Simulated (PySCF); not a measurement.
NICS in isomers of C7H11NOSi.

Probes without a nucleus sit at each ring's centroid and 1 Å off its mean plane on both sides; NICS is minus the shielding there, NICSzz its component along the normal. Level: GIAO PBE0/pcSseg-1 (PySCF, non-relativistic, gas phase) on the GFN2-xTB geometries, one conformer each. Atom numbers follow the mapped SMILES.

**Question.** Order these rings by mean NICS(1)zz, lowest (most negative) first (ppm).
A. ring C3–C4–C5–C6–C7–C10 in `[NH2:1][CH2:2][c:3]1[cH:4][cH:5][cH:6][c:7]([O:8][SiH3:9])[cH:10]1`
B. ring C4–C5–C6 in `[CH3:1][C:2](=[O:3])[C@@H:4]1[CH2:5][C@:6]1([SiH3:7])[CH2:8][C:9]#[N:10]`
C. ring C4–C5–C6–C7–O10 in `[CH3:1]/[N:2]=[CH:3]/[c:4]1[cH:5][cH:6][c:7]([SiH2:8][CH3:9])[o:10]1`
D. ring C3–C4–C5–C9–Si10 in `[CH3:1][CH2:2][C:3]1=[CH:4][C:5]([NH:6][CH:7]=[O:8])=[CH:9][SiH2:10]1`
E. ring C3–C6–C7–Si8–O9–C10 in `[CH2:1]=[CH:2][C@@:3]1([C:4]#[N:5])[CH2:6][CH2:7][SiH2:8][O:9][CH2:10]1`

**Answer.** A (-26.6), C (-25.6), B (-22.0), E (1.5), D (3.2).

```json
{"SMILES": "NCc1cccc(O[SiH3])c1", "ring": "6-membered carbocycle; formal bonds all aromatic", "NICS(0)": "-9.5", "NICS(1)": "-11.0", "NICS(1)zz": "-26.6", "HOMA": "1.00", "rms pucker (Å)": "0.00", "ring atoms with four or more neighbours": "0"}
{"SMILES": "C/N=C/c1ccc([SiH2]C)o1", "ring": "5-membered ring with O; formal bonds all aromatic", "NICS(0)": "-10.7", "NICS(1)": "-10.4", "NICS(1)zz": "-25.6", "HOMA": "0.51", "rms pucker (Å)": "0.00", "ring atoms with four or more neighbours": "0"}
{"SMILES": "CC(=O)[C@@H]1C[C@]1([SiH3])CC#N", "ring": "3-membered carbocycle; formal bonds all single", "NICS(0)": "-44.9", "NICS(1)": "-8.4", "NICS(1)zz": "-22.0", "HOMA": "–", "rms pucker (Å)": "0.00", "ring atoms with four or more neighbours": "3"}
{"SMILES": "C=C[C@@]1(C#N)CC[SiH2]OC1", "ring": "6-membered ring with O and Si; formal bonds all single", "NICS(0)": "-2.7", "NICS(1)": "-2.1", "NICS(1)zz": "1.5", "HOMA": "–", "rms pucker (Å)": "0.22", "ring atoms with four or more neighbours": "5"}
{"SMILES": "CCC1=CC(NC=O)=C[SiH2]1", "ring": "5-membered ring with Si; formal bonds 2 double, 3 single", "NICS(0)": "0.3", "NICS(1)": "-1.4", "NICS(1)zz": "3.2", "HOMA": "–", "rms pucker (Å)": "0.00", "ring atoms with four or more neighbours": "1"}
```

NICS(0) gives another order. The isotropic NICS(1) gives the same order. HOMA uses Krygowski's 1993 parameters; it is left out where a ring has a four-coordinate atom, a triple bond, no multiple bond or a kind of bond without parameters. NICS(1) and NICS(1)zz are means over the two faces.
